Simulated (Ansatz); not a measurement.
C3H7BO2 can be A, `CBOC(C)=O`, or B, `CCBC(=O)O`.

Calculated with Ansatz (gas phase, PBE0-D4/def2-TZVP geometries, no zero-point term in ΔE). CCSD(T)/CBS adds triple-zeta CCSD(T) − MP2 to the extrapolated MP2 energy (def2 sets, frozen cores). DFT in def2-TZVPP. B3LYP here is the variant with VWN-RPA as its local correlation; programs differ in this. One conformer a species, not always the lowest.

A:

```xyz
13

C     1.788    0.376    1.658
B     1.150   -0.220    0.373
O    -0.103    0.214    0.004
C    -0.675   -0.115   -1.196
C    -2.165   -0.105   -1.102
O    -0.035   -0.337   -2.177
H     1.152    1.093    2.180
H     2.073   -0.423    2.350
H     2.729    0.872    1.391
H     1.681   -1.059   -0.294
H    -2.601   -0.333   -2.072
H    -2.502    0.874   -0.756
H    -2.492   -0.837   -0.360
```

B:

Z-matrix (Å, degrees):
```
C
C 1 1.522
H 1 1.092 2 111.0
H 1 1.093 2 111.2 3 -119.4
H 1 1.092 2 111.8 3 120.3
B 2 1.551 1 118.3 3 61.7
H 2 1.104 1 110.8 3 -178.8
H 2 1.098 1 111.5 3 -65.1
C 6 1.574 2 121.8 1 2.7
H 6 1.196 2 121.1 1 -173.6
O 9 1.209 6 118.2 2 -88.0
O 9 1.339 6 119.0 2 91.5
H 12 0.971 9 107.1 6 -179.7
```

(1) Which is lower in electronic energy at CCSD(T)/CBS, and by how much? (An estimate is asked.)

(2) Give E(B) − E(A) in kJ/mol with CCSD/def2-TZVPP, CCSD(T)/def2-TZVPP, ωB97M-V, B2PLYP, B3LYP, PBE0-D4, PBE-D4. (Best estimate.)

Largest T1 diagnostic: 0.016.

Answers

(1) Computed: A, by 142.0 kJ/mol.

(2) Ansatz gave: CCSD/def2-TZVPP 145.5, CCSD(T)/def2-TZVPP 143.7, ωB97M-V 143.1, B2PLYP 144.5, B3LYP 143.8, PBE0-D4 136.7, PBE-D4 128.9. None reverses the order clearly.

In def2-TZVPP, CCSD(T) changes the Hartree–Fock value by −14.3 kJ/mol (the triples alone add −1.8 kJ/mol) and MP2 by −13.7 kJ/mol. From PBE to PBE0 (25 % exact exchange), in def2-TZVPP and without D4, E(B) − E(A) moves by +7.6 kJ/mol.
